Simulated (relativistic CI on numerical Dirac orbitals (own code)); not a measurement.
**Slater and spin-orbit integrals, Yb¹⁹⁺**

These numbers are calculated, not measured: Dirac-Coulomb-Breit CI, KLI orbitals optimised for each configuration, model QED (radiative potential, 1s self-energy scaled to tabulated hydrogen-like ionisation energies), unscaled Slater integrals (own radial code, finite nucleus).

Slater integrals F^k, G^k are unscaled and averaged over j, outside the closed core [Ar] 3d10 4p6 4d10; ζ comes from projecting the Hamiltonian with its Breit term on Σ l·s of the shell.

- 4s2.4f5: F^2(4f,4f) = 192760, F^4(4f,4f) = 124430, F^6(4f,4f) = 90598, ζ(4f) = 4533.3 cm⁻¹; <r>(4f) = 0.5316, <r^2>(4f) = 0.3287 (bohr units).
- 4s2.4f4.5s: F^2(4f,4f) = 195450, F^4(4f,4f) = 126270, F^6(4f,4f) = 91972, ζ(4f) = 4690, G^3(4f,5s) = 31825 cm⁻¹; <r>(4f) = 0.5254, <r^2>(4f) = 0.3209, <r>(5s) = 0.9268, <r^2>(5s) = 0.9559 (bohr units).
- 4s2.4f3.5s2: F^2(4f,4f) = 198460, F^4(4f,4f) = 128340, F^6(4f,4f) = 93520, ζ(4f) = 4849.1 cm⁻¹; <r>(4f) = 0.5187, <r^2>(4f) = 0.3124 (bohr units).

Averages of the first 8 configurations, taken without configuration mixing, which lowers the lowest level and can move excited configurations by several eV; other configurations of the list can lie among them:

| Configuration | Parity | States | Average energy above the lowest level (eV) |
| --- | --- | --- | --- |
| 4s2.4f5 | odd | 2002 | 14.4 |
| 4s2.4f4.5s | even | 2002 | 51.5 |
| 4s2.4f3.5s2 | odd | 364 | 96.5 |
| 4s2.4f4.5p | odd | 6006 | 96.9 |
| 4s2.4f3.5s.5p | even | 4368 | 139.5 |
| 4s2.4f3.5p2 | odd | 5460 | 187.3 |
| 4s2.4f4.6s | even | 2002 | 232.9 |
| 4s.4f6 | even | 6006 | 516.2 |
